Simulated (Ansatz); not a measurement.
BH$_{6}$NOSiZn (`[OH][Zn][NH]B[SiH3]`): the same geometry under several functionals.

```yaml
crystal:
  periodic: [false, false, false]
  atoms:
    - {symbol: O, position_ang: [-2.972068, 0.788367, 0.831810]}
    - {symbol: Zn, position_ang: [-1.385901, 0.860292, 0.040672]}
    - {symbol: N, position_ang: [0.140841, 1.228169, -0.931329]}
    - {symbol: B, position_ang: [1.254222, 0.401043, -0.867333]}
    - {symbol: Si, position_ang: [1.028854, -1.189891, 0.358238]}
    - {symbol: H, position_ang: [-3.091651, 0.037832, 1.416107]}
    - {symbol: H, position_ang: [0.190805, 2.042288, -1.528870]}
    - {symbol: H, position_ang: [2.248181, 0.639439, -1.498622]}
    - {symbol: H, position_ang: [1.053920, -2.533870, -0.284134]}
    - {symbol: H, position_ang: [1.915561, -1.241078, 1.554336]}
    - {symbol: H, position_ang: [-0.382743, -1.032581, 0.909125]}
basis:
  gaussian: {orbitals: def2-TZVPP}
hamiltonian: {xc: {name: B3LYP}, dispersion: d4}
output: {forces: true, orbitals: {seedname: orbitals}}
```

```sh
$ ansatz run in.yaml --threads 4 --pin off --events-out ev --progress --plain --max-ram 10444MiB
```

Output, abridged:

```
Functional definition: B3LYP
1684 factors; their error is unknown
mean field evaluation 1: about -60598.0713 eV, gradient 9.8e1 eV
mean field evaluation 2: about -60533.4555 eV, gradient 2.0e2 eV
mean field evaluation 4: about -60613.2543 eV, gradient 2.3e1 eV
mean field evaluation 8: about -60614.2031 eV, gradient 3.0e-1 eV
mean field evaluation 16: about -60614.2814 eV, gradient 6.5e-4 eV
mean field -60614.28136506 eV, -2227.5337543304 hartree, gradient 3.9e-5 eV, S^2 0.000000; 0 other end points of the search recorded, 0 dependent functions left out
reference -60614.28167352 eV, -2227.5337656661 hartree; 35, 35 occupied and 248, 248 virtual orbitals, 1684 factors
Total energy: -60614.66999494 eV, -2227.5480362151 hartree
Atom 0 at    -2.972068     0.788367     0.831810 Å, force    -0.157726     0.012662     0.064655 eV/Å
Atom 1 at    -1.385901     0.860292     0.040672 Å, force    -0.025761     0.055112    -0.026800 eV/Å
Atom 2 at     0.140841     1.228169    -0.931329 Å, force     0.099881     0.072475    -0.097785 eV/Å
Atom 3 at     1.254222     0.401043    -0.867333 Å, force     0.172842    -0.037868    -0.054018 eV/Å
Atom 4 at     1.028854    -1.189891     0.358238 Å, force    -0.001522    -0.120782     0.086655 eV/Å
Atom 5 at    -3.091651     0.037832     1.416107 Å, force    -0.031167    -0.028786     0.034896 eV/Å
Atom 6 at     0.190805     2.042288    -1.528870 Å, force    -0.023606     0.005503     0.007690 eV/Å
Atom 7 at     2.248181     0.639439    -1.498622 Å, force    -0.103862    -0.020171     0.062126 eV/Å
Atom 8 at     1.053920    -2.533870    -0.284134 Å, force     0.006337     0.077330     0.036424 eV/Å
Atom 9 at     1.915561    -1.241078     1.554336 Å, force    -0.045021     0.000685    -0.073133 eV/Å
Atom 10 at    -0.382743    -1.032581     0.909125 Å, force     0.109605    -0.016159    -0.040709 eV/Å
Dipole moment:     0.124346     0.040435    -0.086673 e Å
```

Hardware: 4 threads of an Arm Neoverse N1 on a shared host. Wall time 13 s, peak host memory 0.99 GiB.

Changing it to `hamiltonian: {xc: {name: PBE-QIDH}}` and no forces (abridged; 14 s):

```
Functional definition: PBE-QIDH
mean field evaluation 16: about -60575.2097 eV, gradient 3.2e-4 eV
mean field -60575.20974394 eV, -2226.0978987381 hartree, gradient 4.3e-6 eV, S^2 0.000000
17 core orbitals not correlated: weight in the atoms' cores, before any rotation towards them, 1.000 or more for the frozen orbitals, at most 0.000 for the correlated occupied ones
second order -36.44107243 eV of doubles, -0.00000000 eV of singles
Total energy: -60587.35678492 eV, -2226.5442942605 hartree
```

With the line `hamiltonian: {xc: {name: r2SCAN0}, dispersion: d4}` and no forces (abridged; 13 s):

```
Functional definition: r2SCAN0
mean field evaluation 16: about -60606.8836 eV, gradient 1.4e-4 eV
mean field -60606.88362765 eV, -2227.2618924950 hartree, gradient 4.1e-5 eV, S^2 0.000000
Total energy: -60606.95436486 eV, -2227.2644920394 hartree
```

With the line `hamiltonian: {xc: {name: revPBE}, dispersion: d4}` and no forces (abridged; 4.7 s):

```
Functional definition: revPBE
mean field evaluation 16: about -60605.7096 eV, gradient 9.3e-4 eV
mean field -60605.70955254 eV, -2227.2187460304 hartree, gradient 3.6e-5 eV, S^2 0.000000
Total energy: -60606.39050234 eV, -2227.2437704740 hartree
```

With the line `hamiltonian: {xc: {name: wB97M-V}}` (abridged; 28 s):

```
Functional definition: wB97M-V
mean field evaluation 16: about -60607.0608 eV, gradient 1.8e-4 eV
mean field -60607.06084525 eV, -2227.2684051217 hartree, gradient 6.1e-5 eV, S^2 0.000000
Total energy: -60607.06091243 eV, -2227.2684075905 hartree
Atom 0 force    -0.045739    -0.066998     0.068455 eV/Å
Atom 1 force    -0.008880     0.030854    -0.017528 eV/Å
Atom 2 force    -0.020041     0.075530    -0.044089 eV/Å
Atom 3 force     0.165484    -0.035597    -0.052140 eV/Å
Atom 4 force    -0.001195    -0.105247     0.075386 eV/Å
Atom 5 force    -0.021962     0.048635    -0.023914 eV/Å
Atom 6 force     0.023560    -0.052962     0.026943 eV/Å
Atom 7 force    -0.116817    -0.027780     0.073514 eV/Å
Atom 8 force    -0.005147     0.154269     0.075170 eV/Å
Atom 9 force    -0.104386     0.005863    -0.136472 eV/Å
Atom 10 force     0.135124    -0.026567    -0.045324 eV/Å
Dipole moment:     0.129052     0.041573    -0.089678 e Å
```

With the line `hamiltonian: {xc: {name: B97M-V}}` and no forces (abridged; 20 s):

```
Functional definition: B97M-V
mean field evaluation 16: about -60599.7581 eV, gradient 1.6e-4 eV
mean field -60599.75814945 eV, -2227.0000360008 hartree, gradient 1.9e-5 eV, S^2 0.000000
Total energy: -60599.75823182 eV, -2227.0000390281 hartree
```

B3LYP takes the VWN-RPA correlation (the form of Gaussian; ORCA's B3LYP/G).
